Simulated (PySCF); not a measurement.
Spin states of MoI

Unrestricted PBE0; PySCF, scalar-relativistic core potentials, basis sets Mo def2-TZVPP with ECP28, I def2-TZVPP with ECP28. Outer shells of the fragments: Mo 4d5 5s1; I 4d10 5s2 5p5.

Followed along the bond (rough minima from three points):

```tsv
2Ms+1	unpaired	⟨S²⟩ at the start	R at minimum (Å)	Te (eV)
6	σ ↑, π ↑↑, δ ↑↑	8.78	2.64	0.00
4	σ ↑, π ↑↓, δ ↑↑	4.76	2.61	1.33
6	σ ↑↑, π ↑, δ ↑↑	8.83	2.69	1.45
4	σ ↓, π ↑↑, δ ↑↑	4.76	2.62	1.62
2	σ ↑, π ↓↓, δ ↑↑	2.76	2.60	1.94
```

Solutions found at the starting distance of 2.605 Å, counted from the lowest of them; the search is not exhaustive and high or unbound solutions are not listed, so other states can lie among these:

```tsv
2Ms+1	unpaired	term	E (eV)	⟨S²⟩	⟨Lz²⟩	μ (D)
6	σ ↑, π ↑↑, δ ↑↑	⁶Σ⁺	0.00	8.78	0.00	-4.62
4	σ ↑, π ↑↓, δ ↑↑	mixed	1.33	4.76	2.04	-4.43
6	σ ↑↑, π ↑, δ ↑↑	⁶Π	1.48	8.83	1.01	-0.49
4	σ ↓, π ↑↑, δ ↑↑	mixed	1.61	4.76	0.00	-4.48
4	π ↑, δ ↑↑	mixed	1.80	3.86	1.75	-3.69
2	σ ↑, π ↓↓, δ ↑↑	mixed	1.93	2.76	0.00	-4.47
4	π ↑↑, δ ↑	⁴Δ	2.10	3.77	4.00	-3.93
6	σ ↑↑, π ↑↑, δ ↑	⁶Δ	2.17	8.75	4.00	-1.67
4	π ↑, δ ↑↑	mixed	2.19	3.76	2.84	-4.78
4	σ ↑, δ ↑↑	mixed	2.24	3.77	2.03	-3.96
2	π ↓, δ ↑↑	mixed	2.59	1.93	2.10	-4.05
4	σ ↑↑, π ↓, δ ↑↑	mixed	2.77	4.78	1.03	-0.38
2	σ ↑, π ↓, δ ↑	mixed	3.02	1.76	5.02	-4.28
2	σ ↓, π ↑, δ ↑	mixed	3.17	1.73	5.02	-4.24
```

A term symbol is given only where ⟨S²⟩ and ⟨Lz²⟩ are close to those of a pure state; real π, δ and φ orbitals otherwise mix terms. A positive dipole means Mo(−)I(+).

Spin–orbit coupling is left out. With d or f electrons several states lie close, and the lowest PBE0 determinant need not be the measured ground state.
